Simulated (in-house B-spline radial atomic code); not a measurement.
# Excitations of Bi3+ by several methods

Full response, energies in eV; labels give the largest channel, * marks a mixed state, a dash one above the method's threshold, and an imaginary frequency an unstable closed-shell reference. Computed with an all-electron radial atomic-structure program (B-spline basis): linear response of the closed shell [Xe] 4f14 5d10 6s2 with each method's own kernel (bare exchange for TDHF, static screening on G0W0 levels for BSE, the adiabatic kernel for functionals); scalar-relativistic (spin-free one-electron X2C), finite nucleus, no spin-orbit coupling, no double excitations, S, P, D and F terms only; shells from n = 4 respond. Only terms of natural parity with L up to 3 were computed.

Spin-orbit coupling is strong here, so these LS terms don't match observed levels.

| method | 6s → 6p 3P | 6s → 6p 1P | 6s → 7s 3S | α (bohr³) |
| --- | --- | --- | --- | --- |
| TDHF | 9.115 | 12.815 | 22.926 | 11.07 |
| BSE on G0W0@HF | 10.785 | 13.994 | 24.602 | 9.808 |
| LDA VWN5 | 11.503 | 14.100 | 24.676 | 9.471 |
| PBE | 11.237 | 13.989 | 23.950 | 9.629 |
| PBE0 | 10.843 | 13.732 | 23.926 | 9.931 |
| B3LYP (VWN-RPA) | 11.005 | 13.826 | 24.031 | 9.764 |
| CAM-B3LYP | 10.816 | 13.669 | 23.940 | 9.877 |
| LC-wPBE | 10.501 | 13.449 | 23.917 | 10.12 |
| wB97X | 11.293 | 13.385 | 24.066 | 10.14 |
| HSE06 | 10.852 | 13.707 | 24.000 | 9.931 |
| BHandHLYP | ? | ? | ? | ? |
| BLYP | 11.247 | 14.011 | 23.958 | 9.548 |
| PBEsol | 11.236 | 14.013 | 24.184 | 9.619 |
| BP86 | 11.229 | 13.971 | 24.475 | 9.647 |
| LDA exchange-only | 10.868 | 13.939 | 23.592 | 9.62 |
| B97-1 | ? | ? | ? | ? |
| RPBE | 11.159 | 13.955 | 23.664 | 9.703 |
| OLYP | 11.050 | 14.031 | 23.399 | 9.655 |

(1) What does BHandHLYP give?

(2) What does B97-1 give?

Answers

(1) 6s → 6p 3P: 10.499; 6s → 6p 1P: 13.512; 6s → 7s 3S: 23.799; α: 10.14 (eV, bohr³).

(2) 6s → 6p 3P: 11.446; 6s → 6p 1P: 13.784; 6s → 7s 3S: 23.965; α: 9.863 (eV, bohr³).
